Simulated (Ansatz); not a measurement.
Ideal-gas functions of FI, SMILES `FI` at 400 K and 1 bar, from an Ansatz frequency run at PBE0-D4/def2-TZVP.

Molar mass 145.9 g/mol, point group C∞v (symmetry number 1), electronic degeneracy 1, moments of inertia 59.929 u Å². Harmonic wavenumbers (cm⁻¹, unscaled): 636.

Use S(trans) = R[1.5 ln M + 2.5 ln T − 1.1517]; rotational temperatures θ = 24.2544 K / I; S(rot) = R[ln(T/σθ) + 1]; for each mode x = 1.438777 ν̃/T, S = R[x/(eˣ − 1) − ln(1 − e⁻ˣ)] and H = RT x/(eˣ − 1); 1 cm⁻¹ = 0.0119627 kJ/mol; R = 8.31446 J/(mol·K).

Question: By hand: the entropy, in J/(mol·K).

Answer: Translation 177.1. Rotation: θ = 0.4047 K, giving 65.7. Vibration, mode by mode: 3.04, in all 3.0. Electronic 0.0. Sum 245.8 J/(mol·K).

Question: By hand: H − E and G − E in kJ/mol, counted from the electronic energy.

Answer: Zero-point energy ½ × 636 × 0.0119627 = 3.8; thermal vibration 0.9; translation, rotation and pV give 3.5 RT = 11.6. H − E = 16.3 kJ/mol, and G − E = 16.3 − 400 × 245.8/1000 = -82.0 kJ/mol.

Vibration gives 1 % of the entropy.
